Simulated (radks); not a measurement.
The numbers below are computed, except where a source is named.
Orbital eigenvalues (eV) of the technetium ion Tc16+, [Ar] 3d9, at several levels of relativity; Dirac values are averaged over j with weights 2j + 1. Spin-unpolarised spherical Kohn-Sham, PBE, point nucleus unless stated (finite: rms radius 4.4112 fm), a radial shooting solver on a logarithmic mesh with Libxc functionals. A level marked "c x" has the speed of light scaled by that factor and shares open shells by 2j + 1; other Dirac levels either fill j = l - 1/2 first or share by 2j + 1.

| shell | non-rel. | scalar-rel., finite nucleus | Dirac, 2j+1 shares, finite nucleus | Dirac, c x 0.85 | change of magnitude, last against first (%) |
|---|---|---|---|---|---|
| 1s | -20735 | -21286 | -21276 | -21500 | +3.69 |
| 2s | -3254.9 | -3386.3 | -3384.3 | -3438.3 | +5.64 |
| 2p | -3038.1 | -3075.2 | -3075.3 | -3090.6 | +1.73 |
| 3s | -873.52 | -900.82 | -900.49 | -911.73 | +4.38 |
| 3p | -789.33 | -798.12 | -798.21 | -801.83 | +1.58 |
| 3d | -636.49 | -634.34 | -634.15 | -633.22 | -0.51 |
